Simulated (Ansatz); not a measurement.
Basis-set series for C2H6F3NSi (`CN(C)[Si](F)(F)F`). The species carries charge 0 and has multiplicity 1. Geometry: relaxed with PBE0-D4/def2-TZVP. It is one conformer, not always the lowest.

```json
{"functional": "PBE0-D4", "basis": "def2-SVP", "functions": "132", "energy (Eh)": "-722.82496", "HOMO (eV)": "-7.19", "LUMO (eV)": "1.34"}
{"functional": "PBE0-D4", "basis": "def2-QZVPP", "functions": "592", "energy (Eh)": "-723.50967", "HOMO (eV)": "-7.30", "LUMO (eV)": "0.43"}
{"functional": "ωB97M-V", "basis": "def2-SVP", "functions": "132", "energy (Eh)": "-723.22378", "HOMO (eV)": "-9.51", "LUMO (eV)": "3.03"}
{"functional": "ωB97M-V", "basis": "def2-QZVPP", "functions": "592", "energy (Eh)": "-723.91989", "HOMO (eV)": "-9.63", "LUMO (eV)": "1.63"}
```

Problem. Give the rows for def2-TZVPP. (Best estimate.)

Solution. Ansatz gave: 
```csv
functional,basis,functions,energy (Eh),HOMO (eV),LUMO (eV)
PBE0-D4,def2-TZVPP,312,-723.47437,-7.28,0.89
ωB97M-V,def2-TZVPP,312,-723.88663,-9.61,2.41
```

Positive LUMOs are unbound and depend on the basis.
